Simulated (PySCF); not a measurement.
sulfur trioxide cation (O₃S), SMILES O=S(=O)=O (connectivity only; charge and spin as stated), charge +1, multiplicity 2.

The structure is a stationary point at PBE0-D3(BJ)/def2-TZVP. The geometry has at least one imaginary mode, so it is a saddle point at that level. The spin state was assumed, not searched.

All values below come from PBE/def2-TZVPD (PySCF).

```
Item                                                                Value
------------------------------------------------  -----------------------
total energy                                           -623.11361 hartree
point group                                                           D3h
α spin, highest occupied and lowest empty level      -17.54 and -11.48 eV
β spin, highest occupied and lowest empty level      -18.05 and -16.27 eV
dipole moment about the centre of nuclear charge                   0.00 D
mean static polarisability                           27.4 bohr³ (4.06 Å³)
polarisability, principal values                   16.9, 32.6, 32.6 bohr³
⟨S²⟩                                              0.754 (pure state 0.75)
```
